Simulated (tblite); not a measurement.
Here is a computed GFN2-xTB geometry (Å):
```
atom  x, y, z in Å
C1     3.7321    0.6613    0.0914
O2     2.3674    0.3988    0.2422
Si3    1.4160   -0.5369   -0.6627
C4    -0.2496   -0.4804    0.2705
F5    -0.0692   -1.1713    1.4800
C6    -0.7807    0.9130    0.6161
C7    -2.2882    0.7231    0.7448
C8    -2.6056   -0.2380   -0.3981
F9    -3.7620   -0.9490   -0.1570
C10   -1.3905   -1.1709   -0.4855
H11    3.9347    1.1064   -0.8851
H12    4.0295    1.3572    0.8760
H13    4.3138   -0.2578    0.1824
H14    1.2340    0.0193   -2.0093
H15    1.8840   -1.9197   -0.7523
H16   -0.3196    1.2836    1.5290
H17   -0.5516    1.6016   -0.1981
H18   -2.8483    1.6540    0.6781
H19   -2.5289    0.2302    1.6881
H20   -2.7784    0.2951   -1.3410
H21   -1.1202   -1.3857   -1.5172
H22   -1.6288   -2.1146    0.0069
```

Charge 0, singlet.

Question: Read off the bonds between heavy atoms and their formal orders.

Answer: C1–O2 1.40 Å (single); O2–Si3 1.61 Å (single); Si3–C4 1.91 Å (single); C4–F5 1.40 Å (single); C4–C6 1.53 Å (single); C6–C7 1.52 Å (single); C7–C8 1.53 Å (single); C8–F9 1.38 Å (single); C8–C10 1.53 Å (single); C4–C10 1.53 Å (single). Bonds to hydrogen (Å): C1–H11 1.09; C1–H12 1.09; C1–H13 1.09; Si3–H14 1.47; Si3–H15 1.46; C6–H16 1.09; C6–H17 1.09; C7–H18 1.09; C7–H19 1.09; C8–H20 1.10; C10–H21 1.09; C10–H22 1.09.

Question: Write the SMILES.

Answer: `CO[SiH2][C@@]1(F)CC[C@H](F)C1`, C6H12F2OSi. Among its features: C–F bond, Si–H bond and C–Si bond.

Question: Name the point group.

Answer: C1 (no symmetry element, even within 0.4 Å).

Question: Which rings does it hold (smallest set)?

Answer: C4–C6–C7–C8–C10 (5 members, 0.17 Å rms from planarity).

Question: Classify the heavy atoms.

Answer: C1: methoxy carbon; O2: silyl ether oxygen; Si3: oxygen-bound silicon; C4: sp3 C–F carbon; F5: alkyl fluorine; C6: ring CH2 carbon; C7: ring CH2 carbon; C8: sp3 C–F carbon; F9: alkyl fluorine; C10: ring CH2 carbon.

Question: What is the arrangement about C6?

Answer: It has 4 neighbours (C4, C7, H16, H17) and is distorted tetrahedral (angles from 104.4° to 113.0°).

Question: What is the arrangement about Si3?

Answer: It has 4 neighbours (O2, C4, H14, H15) and is distorted tetrahedral (angles from 102.9° to 113.2°).
